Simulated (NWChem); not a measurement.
System meant: CH₃FO₂Si; SMILES O=C[Si@@H](O)F

Here is an NWChem input.

```
start job
memory heap 200 mb stack 900 mb global 1100 mb
geometry units angstroms noautosym nocenter noautoz
  O     -0.143437    -1.957491     0.491420
  C      0.631789    -1.228850    -0.115835
  Si     0.003005     0.583369    -0.425961
  O     -1.558287     0.480556     0.118613
  F      0.928651     1.570497     0.497313
  H      1.648047    -1.621522    -0.427069
  H      0.067419     1.113505    -1.818382
  H     -1.654288    -0.371255     0.602056
end
basis spherical
  * library 6-31g*
end
dft
  xc xtpss03 ctpss03
  iterations 150
end
property
  shielding
end
task dft property
```

End of the output:

```
 Vector   27  Occ=0.000000D+00  E= 3.661595D-02
              MO Center=  1.6D-01,  8.4D-01, -4.2D-01, r^2= 3.9D+00
   Bfn.  Coefficient  Atom+Function         Bfn.  Coefficient  Atom+Function
  ----- ------------  ---------------      ----- ------------  ---------------
    40      0.752592  3 Si py                66     -0.500820  5 F  s
    39      0.490603  3 Si px                78     -0.420822  7 H  s
    80      0.416987  8 H  s                 38      0.347726  3 Si s
    36      0.306180  3 Si py                34      0.257690  3 Si s
    23     -0.242183  2 C  pz                55     -0.182454  4 O  pz

 center of mass
 --------------
 x =  -0.03717267 y =   0.13877111 z =   0.08529363

 moments of inertia (a.u.)
 ------------------
         573.972124252900         -32.464885024334          -7.224194851614
         -32.464885024334         298.256490087223          24.139402184028
          -7.224194851614          24.139402184028         745.715447855237

     Multipole analysis of the density
     ---------------------------------

     L   x y z        total         alpha         beta         nuclear
     -   - - -        -----         -----         ----         -------
     0   0 0 0     -0.000000    -24.000000    -24.000000     48.000000

     1   1 0 0      0.432615      1.503165      1.503165     -2.573714
     1   0 1 0     -0.331147     -2.276196     -2.276196      4.221245
     1   0 0 1     -0.475422     -1.233806     -1.233806      1.992191

     2   2 0 0    -26.079734    -75.898702    -75.898702    125.717669
     2   1 1 0     -0.482541     -5.177625     -5.177625      9.872710
     2   1 0 1     -1.309941     -0.359443     -0.359443     -0.591056
     2   0 2 0    -29.107151   -144.061349   -144.061349    259.015547
     2   0 1 1      0.174223      7.927323      7.927323    -15.680423
     2   0 0 2    -25.024561    -31.693290    -31.693290     38.362019

          -----------------------------------------
          Chemical Shielding Tensors (GIAO, in ppm)
          -----------------------------------------

 ------------------------------------------------------------------------
  xtpss03: d2 not coded                    0
 ------------------------------------------------------------------------
 ------------------------------------------------------------------------
  current input line :
    23: task dft property
 ------------------------------------------------------------------------
 ------------------------------------------------------------------------
 This error has not yet been assigned to a category
 ------------------------------------------------------------------------
 For more information see the NWChem manual at https://nwchemgit.github.io

0: xtpss03: d2 not coded:Received an Error in Communication
```

### Question
Can this run be used? If not, why, and what is the fix?

### Answer
The program stopped with an error. Cause: this functional's second derivatives, which shieldings need, aren't coded here; the fix takes a hybrid GGA instead. This input runs:
```
start job
memory heap 200 mb stack 900 mb global 1100 mb
geometry units angstroms noautosym nocenter noautoz
  O     -0.143437    -1.957491     0.491420
  C      0.631789    -1.228850    -0.115835
  Si     0.003005     0.583369    -0.425961
  O     -1.558287     0.480556     0.118613
  F      0.928651     1.570497     0.497313
  H      1.648047    -1.621522    -0.427069
  H      0.067419     1.113505    -1.818382
  H     -1.654288    -0.371255     0.602056
end
basis spherical
  * library 6-31g*
end
dft
  xc pbe0
  iterations 150
end
property
  shielding
end
task dft property
```
It converges to -579.31876 Ha (PBE0/6-31G* (spherical d), GIAO).
